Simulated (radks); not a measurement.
Question: The table gives one normalised radial function P(r) = r R(r) (large component) of Mo14.625+ in [He] 2s2 2p(1/2: 2, 3/2: 3.375) 3s2 3p6 3d10 (r in bohr). All-electron calculation, Dirac Kohn-Sham, BLYP, spin-unpolarised, spherical densities, finite nucleus; Fermi nuclear charge, rms radius 4.4091 fm. Program: a radial shooting solver on a logarithmic mesh with Libxc functionals.

r           P
0.002346   0.1821
0.002935   0.2195
0.003672   0.2628
0.004593   0.3118
0.005747   0.3658
0.00719    0.4230
0.008995   0.4797
0.01125    0.5304
0.01408    0.5664
0.01761    0.5758
0.02204    0.5434
0.02757    0.4528
0.03449    0.2892
0.04349    0.0371
0.05441   -0.2723
0.06808   -0.6024
0.08517   -0.8727
0.1066    -0.9748
0.1333    -0.8047
0.1668    -0.3200
0.2086     0.4013
0.261      1.1479
0.3266     1.6493
0.4086     1.7233
0.5111     1.3952
0.6395     0.8770
0.8        0.4163
1.001      0.1422
1.252      0.0328

Which n and l does it have? It may be an empty orbital.

Answer: n = 3, l = 0: the number of nodes gives n - l - 1 = 2, the rise at small r points to l (this Dirac orbital starts outside the nucleus as r^gamma with gamma = sqrt((l + 1)^2 - (Z/c)^2) = 0.95; the j = 1/2 orbital of l + 1 starts with the same power, but with a smaller coefficient, and then steepens), and the extent must fit the shell. The curve is that of 3s1/2. 3s1/2: eigenvalue -810.10 eV, 2 radial nodes at r = 0.0448, 0.185 bohr, <r> = 0.419 bohr, 90 % of the charge inside 0.618 bohr.
